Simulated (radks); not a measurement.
Values are calculated unless marked as measured or tabulated.
Spherical quantum dot in the effective-mass picture: electrons in a well V = -V0 / (1 + exp((r - R)/a)) with V0 = 11.4, R = 4.48, a = 0.48, all in effective atomic units (hartree* = m*/eps^2 hartree, bohr* = eps/m* bohr), one dielectric constant everywhere. Level of theory: non-relativistic Kohn-Sham, PBE, spin-polarised, spherical densities (a radial shooting solver with Libxc functionals). Levels are named by radial order and angular momentum (1s, 1p, 1d, 2s, ...), and open shells are averaged over m. Results are scaled to m* = 0.049 and eps = 9.9, for which hartree* = 13.6 meV and bohr* = 10.69 nm. Each electron was tried in the lowest free levels, single moves between levels near the top were tried too, and the lowest total energy was kept; such a search can miss a lower state. The series stops at N = 31: beyond it a trial failed or the search could not be trusted, so later rows were left out. At N = 1 the Hartree and exchange-correlation terms need not cancel, so that row can carry a self-interaction error.

N,open shells,2S,mu = E(N) - E(N-1) (meV),addition energy mu(N+1) - mu(N) (meV),e(HOMO) (meV)
1,"1s(up 1, down 0)",1,-149.21,6.057,-146.83
2,none,0,-143.15,9.131,-140.86
3,"1p(up 1, down 0)",1,-134.02,4.424,-131.84
4,"1p(up 2, down 0)",2,-129.59,4.512,-127.34
5,"1p(up 3, down 0)",3,-125.08,5.730,-122.83
6,"1p(up 3, down 1)",2,-119.35,4.178,-117.29
7,"1p(up 3, down 2)",1,-115.17,4.272,-113.04
8,none,0,-110.90,9.045,-108.76
9,"1d(up 1, down 0)",1,-101.86,4.052,-99.835
10,"1d(up 2, down 0)",2,-97.806,4.061,-95.776
11,"1d(up 3, down 0)",3,-93.745,4.056,-91.716
12,"1d(up 4, down 0)",4,-89.689,4.046,-87.664
13,"1d(up 5, down 0)",5,-85.643,5.105,-83.625
14,"1d(up 5, down 1)",4,-80.538,3.892,-78.595
15,"1d(up 5, down 2)",3,-76.646,3.905,-74.695
16,"1d(up 5, down 3)",2,-72.741,3.907,-70.787
17,"1d(up 5, down 4)",1,-68.834,3.902,-66.882
18,none,0,-64.932,9.115,-62.984
19,"1f(up 1, down 0)",1,-55.817,3.767,-53.933
20,"1f(up 2, down 0)",2,-52.050,3.763,-50.168
21,"1f(up 3, down 0)",3,-48.287,3.757,-46.407
22,"1f(up 4, down 0)",4,-44.529,3.750,-42.653
23,"1f(up 5, down 0)",5,-40.780,3.741,-38.908
24,"1f(up 6, down 0)",6,-37.039,3.731,-35.172
25,"1f(up 7, down 0)",7,-33.308,4.680,-31.445
26,"1f(up 7, down 1)",6,-28.628,3.649,-26.803
27,"1f(up 7, down 2)",5,-24.979,3.647,-23.155
28,"1f(up 7, down 3)",4,-21.332,3.644,-19.509
29,"1f(up 7, down 4)",3,-17.688,3.638,-15.868
30,"1f(up 7, down 5)",2,-14.050,3.632,-12.232
31,"1f(up 7, down 6)",1,-10.418,-,-8.6040

All shells are closed at N = 2, 8, 18 (there: 1s2 1p6 1d10); the second difference of the energy has clear peaks (12 % above both neighbours; the first and last values, which can be the largest, are not judged, and half-filled shells can peak too) at N = 2, 5, 8, 13, 18, 25.
